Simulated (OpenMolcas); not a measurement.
Ionisation energies of osmium

- Program: OpenMolcas 26.06
- Basis: ANO-R2 [8s6p5d3f1g]
- Scalar Hamiltonian: X2C, finite nucleus
- Spin-orbit coupling: RASSI with atomic mean-field integrals over the reference wave functions, term energies averaged over their components

Active shells in each charge state: the valence d shell, with orbitals averaged over the low states. Where CASPT2's correlated closed shells are named, they are those of the first ion.

A. CASSCF
B. SS-CASPT2, IPEA 0.25 Eh, imaginary shift 0.1 Eh (closed shells correlated: 5s 5p)
C. SS-CASPT2, IPEA 0.25 Eh, imaginary shift 0.1 Eh (closed shells correlated: 4f 5s 5p)
D. SS-CASPT2, IPEA 0.25 Eh, imaginary shift 0.1 Eh (closed shells correlated: none)
E. SS-CASPT2, IPEA 0 Eh, imaginary shift 0.1 Eh (closed shells correlated: 5s 5p)

Energies in eV between the lowest computed levels, named as in B; reference values from the NIST Atomic Spectra Database with their kind.

```json
{"From": "Os2+ 5d6 5D4", "To": "Os3+ 5d5 6S 5/2", "A": "25.260", "B": "26.720", "C": "26.871", "D": "26.539", "E": "26.724", "Spin-orbit share in B": "+0.427", "Reference": "25.000 (theoretical)"}
{"From": "Os3+ 5d5 6S 5/2", "To": "Os4+ 5d4 5D0", "A": "41.278", "B": "42.064", "C": "42.307", "D": "41.828", "E": "42.140", "Spin-orbit share in B": "-0.786", "Reference": "41.000 (theoretical)"}
{"From": "Os4+ 5d4 5D0", "To": "Os5+ 5d3 4F 3/2", "A": "54.681", "B": "55.452", "C": "55.725", "D": "55.145", "E": "55.503", "Spin-orbit share in B": "-0.362", "Reference": "55.000 (theoretical)"}
{"From": "Os5+ 5d3 4F 3/2", "To": "Os6+ 5d2 3F2", "A": "69.310", "B": "69.958", "C": "70.263", "D": "69.562", "E": "70.017", "Spin-orbit share in B": "-0.445", "Reference": "70.100 (theoretical)"}
{"From": "Os6+ 5d2 3F2", "To": "Os7+ 5d 2D 3/2", "A": "85.612", "B": "86.301", "C": "86.640", "D": "85.758", "E": "86.360", "Spin-orbit share in B": "+0.574", "Reference": "85.100 (theoretical)"}
{"From": "Os7+ 5d 2D 3/2", "To": "Os8+ 5p6 1S0", "A": "100.980", "B": "101.620", "C": "101.965", "D": "100.980", "E": "101.667", "Spin-orbit share in B": "+1.018", "Reference": "102.020 (semi-empirical)"}
```

The lowest level within the active space need not be the ion's true ground level.
